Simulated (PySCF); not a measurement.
**SbH: energy against distance**

Set-up: Sb def2-SVP with ECP28, H def2-SVP; scalar-relativistic core potentials (PySCF 2.14). Energies in eV from Sb + H in their ground configurations at the same level. State: ³Σ⁻ (triplet), unpaired electrons π ↑↑.

All columns are PBE0. A positive dipole means Sb(−)H(+).

| R (Å) | E (eV) | μ (D) | Mulliken charge on Sb (basis-dependent) | HOMO (eV) | LUMO (eV) | Mayer bond order | ⟨S²⟩ |
| --- | --- | --- | --- | --- | --- | --- | --- |
| 1.484 | -1.973 | 0.41 | 0.08 | -6.38 | -2.73 | 0.96 | 2.00 |
| 1.553 | -2.277 | 0.26 | 0.07 | -6.38 | -2.73 | 0.96 | 2.00 |
| 1.622 | -2.451 | 0.11 | 0.06 | -6.39 | -2.74 | 0.96 | 2.00 |
| 1.674 | -2.515 | -0.01 | 0.06 | -6.40 | -2.75 | 0.96 | 2.01 |
| 1.726 | -2.534 | -0.12 | 0.06 | -6.40 | -2.75 | 0.96 | 2.01 |
| 1.778 | -2.516 | -0.24 | 0.06 | -6.42 | -2.76 | 0.97 | 2.01 |
| 1.847 | -2.447 | -0.39 | 0.07 | -6.44 | -2.78 | 0.97 | 2.01 |
| 1.933 | -2.308 | -0.58 | 0.07 | -6.46 | -2.80 | 0.96 | 2.01 |
| 2.037 | -2.089 | -0.79 | 0.08 | -6.50 | -2.82 | 0.96 | 2.01 |
| 2.175 | -1.749 | -1.06 | 0.09 | -6.56 | -2.86 | 0.95 | 2.03 |

A fit through these points gives, at Re = 1.725 Å, μ = -0.12 D and dμ/dR = -2.22 D/Å; the reduced mass is 0.9995 u.

**Question.** How strong is the fundamental in the double-harmonic approximation, I = 42.26·(dμ/dR)²/μred km/mol?

**Answer.** I = 42.26·(-2.22)²/0.9995 = 208 km/mol at PBE0.

Spin–orbit coupling is left out, which matters for elements this heavy, above all for dissociation energies. The state is the lowest determinant that a PBE0 search found; another state may lie lower at other levels.
